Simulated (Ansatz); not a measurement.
Consider the redistribution: `[SiH3][O][AlH][SiH3]` + `[CH3][AlH][O][SiH3]` → `[SiH3][O][AlH][O][SiH3]` + `[CH3][AlH][SiH3]`.

Program: Ansatz. Geometries: PBE0-D4/def2-TZVP. ΔE: electronic, gas phase. CBS: MP2 limit from def2 TZ/QZ plus the TZ coupled-cluster correction, frozen cores. DFT in def2-TZVPP. B3LYP here is the variant with VWN-RPA as its local correlation; programs differ in this. One conformer a species, not always the lowest.

```
             level  ΔE (kJ/mol)
           ωB97X-V          2.2
            B2PLYP          2.3
             B3LYP          2.9
   CCSD/def2-TZVPP          0.7
    MP2/def2-QZVPP          1.4
SCS-MP2/def2-QZVPP          1.5
      HF/CBS(def2)          0.6
    CCSD/CBS(def2)          1.1
```

(1) What does CCSD(T)/CBS give? (Estimate.)

Largest T1 diagnostic among the species: 0.013.

Answers

(1) The calculation gave: +1.3 kJ/mol. The listed levels differ from it by 0.9, 1.0, 1.6, -0.6, 0.1, 0.2, -0.7, -0.2 kJ/mol.
